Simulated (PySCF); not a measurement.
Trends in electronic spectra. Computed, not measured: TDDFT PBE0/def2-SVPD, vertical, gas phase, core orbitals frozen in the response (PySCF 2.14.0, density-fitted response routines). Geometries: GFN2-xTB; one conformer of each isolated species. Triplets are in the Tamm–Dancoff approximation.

**Question.** Rank by computed lowest singlet excitation energy, lowest first.
A. `[H]/P=P\C[SiH3]`
B. `OC1(C(F)(F)F)CC1`
C. `C(=C(\OC)F)/C(F)F`
D. `CC[Si@@H](P)S[SiH3]`

**Answer.** A (3.59 eV), D (5.60 eV), C (6.44 eV), B (7.46 eV).

| SMILES | S1 (eV) | first f ≥ 0.01 (nm) | gap (eV) | LUMO (eV) | HOMO (eV) | S1 mainly |
| --- | --- | --- | --- | --- | --- | --- |
| [H]/P=P\C[SiH3] | 3.59 | 286 | 4.64 | -2.62 | -7.26 | H-1→L (96%) |
| CC[Si@@H](P)S[SiH3] | 5.60 | 209 | 6.84 | -0.22 | -7.06 | H→L (94%) |
| CO/C(F)=C/C(F)F | 6.44 | 193 | 7.43 | 0.10 | -7.33 | H→L+1 (96%) |
| OC1(C(F)(F)F)CC1 | 7.46 | 149 | 8.85 | 0.46 | -8.38 | H→L (95%) |

H and L stand for HOMO and LUMO.

Mean S1 by what the SMILES shows (count): single bonds only 6.53 eV (2); a double or triple bond but no aromatic ring 5.02 eV (2).

- `[H]/P=P\C[SiH3]`: Löwdin shares by element: HOMO phosphorus 79%, carbon 9%, silicon 5%; LUMO phosphorus 82%, carbon 7%, hydrogen 5% or more.
- `CC[Si@@H](P)S[SiH3]`: Löwdin shares by element: HOMO sulfur 49%, phosphorus 21%, silicon 15%; LUMO silicon 35%, sulfur 21%, phosphorus 10% (atoms not listed hold the other 34%).
- `CO/C(F)=C/C(F)F`: Löwdin shares by element: HOMO carbon 57% or more, oxygen 20%, fluorine 6% or more (atoms not listed hold the other 17%); LUMO carbon 56% or more, oxygen 12%, fluorine 8% or more (atoms not listed hold the other 25%).
- `OC1(C(F)(F)F)CC1`: Löwdin shares by element: HOMO carbon 48% or more, oxygen 38% (atoms not listed hold the other 15%); LUMO oxygen 29%, hydrogen 20% or more, fluorine 10% or more, carbon 9% or more (atoms not listed hold the other 32%).
